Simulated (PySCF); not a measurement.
Gas-phase reaction: SnBr₄ + 2 HBr ⇌ SnH₂ + 3 Br₂

Method: PySCF energies plus ideal-gas RRHO corrections (1 bar). † marks an energy on the PBE0/def2-TZVP geometry and frequencies. MP2 and CCSD(T) freeze the core. All species are closed-shell singlets. Sn: scalar-relativistic def2 core potential, no spin-orbit coupling. Br: all electrons, no relativistic terms. SnH₂: computed as isolated molecules; such fragments, hydroxides, amides, oligomers or adducts are transient or little studied in the gas. MP2 isn't extrapolated to the basis-set limit; its ΔH°(298 K) is 824.8 kJ in def2-SVP and 794.9 kJ in def2-TZVPP. CCSD(T) isn't extrapolated to the basis-set limit. The harmonic model lacks anharmonicity and excited electronic states, which grow with temperature; levels with a mode under 35 cm⁻¹ are left out. Soft modes under 120 cm⁻¹ make the harmonic entropy rough for SnBr₄.

| level | ΔE electronic, kJ | ΔH°(298 K), kJ | ΔS°(298 K), J/K | ΔG°(2000 K), kJ |
|---|---|---|---|---|
| BLYP/def2-TZVP† | 646 | 633 | 153 | 353 |
| CCSD(T)/def2-SVP† | 776 | 764 | 153 | 483 |
| HF/def2-TZVP† | 766 | 754 | 153 | 473 |
| M06-2X/def2-TZVP† | 775 | 763 | 153 | 483 |
| MP2/def2-TZVPP† | 807 | 795 | 153 | 514 |
| PBE/def2-TZVP† | 692 | 680 | 153 | 399 |
| PBE0/def2-QZVP† | 732 | 719 | 153 | 439 |
| r2SCAN/def2-TZVP† | 762 | 750 | 153 | 469 |
ΔH° is lowest at BLYP/def2-TZVP† and highest at MP2/def2-TZVPP†. No reference value is set beside these.
